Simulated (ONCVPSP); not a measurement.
**niobium: ONCV pseudisation with Wu-Cohen, scalar-relativistic reference atom.**

* Element: Nb
* Generator: ONCVPSP 4.0.1
* Type: optimised norm-conserving Vanderbilt (ONCV)
* Functional: Wu-Cohen
* Relativity: scalar-relativistic
* Frozen core: [Kr]
* Valence charge: 5
* Reference configuration: 4d4 5s1
* Partial waves: 5s: rc 2.45 bohr, ncon 5, nbas 10, qcut 2.3 1/bohr, 2 projectors, debl 1.9 Ha; p scattering state at 0.4 Ha: rc 2.20 bohr, ncon 4, nbas 7, qcut 4.5 1/bohr, 2 projectors, debl 0.6 Ha; 4d: rc 2.70 bohr, ncon 4, nbas 9, qcut 5.5 1/bohr, 1 projector
* Local potential: polynomial inside 1.75 bohr (lpopt 5, dvloc0 3 Ha)
* Core correction: Teter function, fcfact 3, rcfact 1.2

(1) Does this generation succeed?

Answers

(1) No. ONCVPSP 4.0.1 stopped with "optimize: ERROR ps0norm > uunorm, code will stop": the continuity conditions at rc already need more norm inside rc than the all-electron wave has, so norm conservation cannot be met. It happened in the p channel.
